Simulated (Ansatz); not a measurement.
Reaction (substitution at a C–C bond): `BOC(C)F` + `FCSS` → `CSSCF` + `BOCF`

Computed with Ansatz on PBE0-D4/def2-TZVP structures; ΔE is electronic, products minus reactants. CCSD(T)/CBS is the MP2 limit (def2-TZVPP, def2-QZVPP) plus CCSD(T) − MP2 in def2-TZVPP, frozen cores. DFT in def2-TZVPP. Each species was taken in one conformer, which may not be the lowest.

`BOC(C)F`:

Z-matrix (Å, degrees):
```
C
O 1 1.398
F 1 1.372 2 107.2
C 1 1.500 2 110.2 3 -119.0
H 1 1.096 2 109.8 3 115.6
B 2 1.348 1 121.4 3 -99.8
H 4 1.091 1 109.5 2 56.6
H 4 1.090 1 109.9 2 176.7
H 4 1.091 1 110.0 2 -63.2
H 6 1.194 2 116.8 1 178.0
H 6 1.201 2 119.9 1 -2.9
```

`FCSS`:

```xyz
7

F     1.628    0.159   -0.018
C     0.455    0.672   -0.512
S    -0.891    0.575    0.663
S    -1.433   -1.389    0.559
H     0.596    1.738   -0.718
H     0.195    0.129   -1.421
H    -0.550   -1.885    1.447
```

`CSSCF`:

Z-matrix (Å, degrees):
```
C
S 1 1.805
H 1 1.093 2 105.8
H 1 1.088 2 110.9 3 118.8
H 1 1.089 2 110.5 3 -118.2
S 2 2.032 1 103.0 3 176.0
C 6 1.790 2 102.9 1 85.4
F 7 1.376 6 112.9 2 -77.0
H 7 1.094 6 106.4 2 164.1
H 7 1.091 6 109.8 2 43.9
```

`BOCF`:

Cartesian coordinates in Å:
```
B 0.931 -0.852 -0.483
O 0.403 -0.214 0.583
C -0.719 0.594 0.455
F -0.324 1.899 0.450
H 0.397 -0.762 -1.555
H 1.917 -1.496 -0.291
H -1.245 0.394 -0.484
H -1.359 0.437 1.326
```

Is it downhill or uphill in electronic energy at CCSD(T)/CBS, and by how much? (An estimate is asked.)

Ansatz gave: Uphill: ΔE = +22.0 kJ/mol.

What do these levels give: PBE-D4, r2SCAN-D4, PBE0-D4, ωB97M-V, PBE, PBE0, HF/def2-TZVPP, MP2/def2-TZVPP, CCSD/def2-TZVPP, CCSD(T)/def2-TZVPP, HF/def2-QZVPP, HF/CBS(def2)? (Best estimate.)

Ansatz gave: PBE-D4 17.5, r2SCAN-D4 22.3, PBE0-D4 20.1, ωB97M-V 23.8, PBE 19.0, PBE0 21.4, HF/def2-TZVPP 25.9, MP2/def2-TZVPP 19.7, CCSD/def2-TZVPP 25.4, CCSD(T)/def2-TZVPP 23.7, HF/def2-QZVPP 25.8, HF/CBS(def2) 25.8 kJ/mol.

Largest T1 diagnostic among the species: 0.013.
